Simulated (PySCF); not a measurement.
C4H2Br2, SMILES Br/C=C(\C#C)Br. Geometry optimised at PBE-D3(BJ)/def2-SVP. The structure was generated by enumeration; whether it is a known compound was not checked.

Computed with PBE-D3(BJ)/def2-SVP run with PySCF.

Harmonic wavenumbers (cm⁻¹): 105, 158, 174, 219, 254, 419, 575, 623, 660, 682, 709, 758, 992, 1218, 1579, 2145, 3164, 3406. Rotational constants (GHz): 2.916, 0.5865, 0.4883; symmetry number 1.

**Question.** Work out the zero-point energy and the ideal-gas rigid-rotor harmonic-oscillator thermochemistry at 298.15 K and 1 atm.

**Answer.** ZPE = ½ Σ hcν = ½ × 17838 cm⁻¹ = 25.50 kcal/mol. H − E(el) = 30.44 kcal/mol. Entropy in cal/(mol K): translation 41.93, rotation 30.33, vibration 15.16, total 87.42. G − E(el) = 4.37 kcal/mol. Cp = 24.68 cal/(mol K). Modes under 150 cm⁻¹ make the vibrational entropy uncertain.
